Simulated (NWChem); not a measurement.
System: Si₂NH₇O; SMILES N[Si@H](O)[SiH3]

```xyz
11

N     -1.4303     1.2447    -0.2473
Si     0.0215     0.5508     0.3752
O      1.3798     1.2659    -0.3054
Si    -0.0091    -1.7581    -0.0778
H     -1.7273     2.1533     0.0910
H     -1.6556     1.1408    -1.2299
H     -0.0129     0.8043     1.8450
H      2.2281     0.8297    -0.1397
H     -0.3152    -2.0200    -1.5148
H     -1.0325    -2.4598     0.7472
H      1.3151    -2.3858     0.2122
```
Atoms are numbered in this order, from 1.

Results from NWChem. Structure relaxed at the B3LYP/6-31G* (spherical d) level. Hybrids' shares of exact exchange are those that their runs print; pure functionals count as 0. The functionals differ in more than this share.

```csv
row,share of exact exchange,orbital gap (eV)
PBE/def2-TZVP,0.00,5.46
BLYP/def2-TZVP,0.00,5.47
B3LYP/def2-TZVP,0.20,7.19
PBE0/def2-TZVP,0.25,withheld
PW6B95/def2-TZVP,0.28,7.71
```

**Question.** Fit a straight line of the last column on the one before it, predict the withheld value, and compare with the run.

**Answer.** 
1. Means of the 4 shown rows: x = 0.120, y = 6.458. Slope Σ(x − x̄)(y − ȳ)/Σ(x − x̄)² = 0.4972/0.06080 = 8.178; intercept 5.476.
2. The shown rows scatter about the line by 0.049 (root mean square); the largest residual is +0.08, at B3LYP/def2-TZVP.
3. At x = 0.25 (PBE0/def2-TZVP; inside the shown range) the line gives 7.52.
4. The run gives 7.60, +0.08 from the line, 1.6 times the scatter.
